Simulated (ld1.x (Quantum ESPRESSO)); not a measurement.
## Before and after: ultrasoft potential for boron (B)

- Element: B
- Generator: ld1.x (Quantum ESPRESSO) 7.5
- Type: ultrasoft
- Functional: PBE
- Relativity: scalar-relativistic
- Frozen core: [He]
- Valence charge: 3
- Reference configuration: 2s2 2p1
- Partial waves: 2s (bound): rcut 0.95, rcutus 1.25 bohr; 2s channel at 0.1 Ry: rcut 0.95, rcutus 1.25 bohr; 2p (bound): rcut 2.10, rcutus 2.45 bohr; 2p channel at 0.25 Ry: rcut 2.10, rcutus 2.45 bohr
- Local potential: all-electron potential smoothed inside 1.85 bohr (lloc = -1)
- Core correction: none
- Augmentation charge: PSQ, radius 0.85 bohr

Change: wave 2p channel at 0.25 Ry: rcut 2.10, rcutus 2.45 bohr becomes 2p channel at 1.1 Ry: rcut 2.10, rcutus 2.45 bohr.

Cutoffs: the cutoffs (Ry, on a coarse ladder) from which the occupation-weighted sum of valence levels, in a spherical-Bessel basis at the reference potential, stays within 10 and 1 mRy of its value at 400 Ry; they do not see the model core or the augmentation charge, which bear on the density cutoff. Errors are all-electron minus pseudo energies relative to the spin-unpolarised reference configuration.

Question: How do hardness, ghosts and transferability respond?

Answer: The potential gets neither clearly harder nor softer (25 Ry and 30 Ry → 25 Ry and 30 Ry); both files keep a bound ghost (s); the errors of the 7 common tests hardly move; the range in which the p phases agree narrows (upper end at the end of the scan → 2.2).

```csv
quantity,base,changed
"cutoff, loose",25 Ry,25 Ry
"cutoff, tight",30 Ry,30 Ry
loose cutoff by channel (10 mRy a level),"s 6 Ry, p 10 Ry","s 6 Ry, p 8 Ry"
bound ghosts,s,s
"error for 2s2 2p0, meV [ΔE 8.22 eV]",+39,+39
"error for 2s1 2p0, meV [ΔE 33.64 eV]",+78,+78
"error for 2s2 2p0.5, meV [ΔE 2.89 eV]",+6.3,+6.3
"error for 2s1 2p2, meV [ΔE 5.85 eV]",+59,+59
"error for 2s0 2p3, meV [ΔE 11.72 eV]",+249,+249
"error for 2s1 2p1, meV [ΔE 14.36 eV]",+14,+15
"error for 2s2 2p1.3, meV [ΔE -0.74 eV]",+0.8,+0.8
s: phases at 2.64 bohr within 0.05 rad from the reference energy up to (Ry; the scan ends near 5),to the end of the scan,to the end of the scan
p: phases at 2.64 bohr within 0.05 rad from the reference energy up to (Ry; the scan ends near 5),to the end of the scan,2.2
lowest overlap eigenvalue by channel,"s 0.57, p 0.95","s 0.57, p 0.52"
```

 A true bound ghost makes a file unfit for plane-wave use even where its test errors are small: the radial tests pick states by their node count and pass the ghost by.
